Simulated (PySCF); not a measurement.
NMR data simulated for an unnamed compound:

$^{1}$H NMR (600 MHz, computed): δ 10.33 (s, 1H), 5.81 (m, 1H), 5.80 (m, 1H), 5.33 (m, 1H), 5.22 (m, 1H), 4.36 (s, 3H).

$^{13}$C{$^{1}$H} NMR (computed): δ 191.1 (CH), 180.2 (C), 165.8 (C), 157.1 (C), 151.6 (C), 114.6 (CH2), 100.1 (CH2).

[PySCF: geometry: GFN2-xTB; NMR shieldings at PBE0/pcSseg-1/GIAO; one averaged value for each set of equivalent atoms; a single conformation; non-relativistic Hamiltonian; isolated molecule]

Chemical shifts δ = σref − σ; $^{1}$H (σ = 31.72 ppm) and $^{13}$C (σ = 186.93 ppm) against TMS, all at this level.

Question: Which of these does the molecule contain: an aldehyde, an amide, a benzene ring, a Si–CH3 group, a Si–H bond, a non-aromatic C=C double bond?

Answer: 
- An aldehyde: yes (δC 191.1; δH 10.33 (s)).
- An amide: no.
- A benzene ring: no.
- A Si–CH3 group: no.
- A Si–H bond: yes (δH 4.36 (s)).
- A non-aromatic C=C double bond: yes.

The data belong to SMILES C=C1C(=C)C(C=O)=C1[SiH3], C₇H₈OSi; they needn't prove each group on their own.

Carbon signals by region: 3 in the far downfield region (above 160 ppm), 4 in the sp2 and nitrile region (100–160 ppm). Above 160 ppm: 191.1, aldehyde carbonyl carbon, 180.2, β carbon of a C=C–C=O unit, 165.8, α carbon of a C=C–C=O unit.

Shifts are as computed. Against solution values, carbons near 30 ppm lie about +3 ppm off and those near 130 ppm about +5 ppm. Of 1211 compounds with measured shifts, 218 miss one by over three times the rms of a fit or turn the order of signals round; such compounds aren't used in these exercises. Multiplicities follow the n + 1 count of equivalent neighbours, as no J values were calculated; m marks all less simple cases, F and P coupling included.
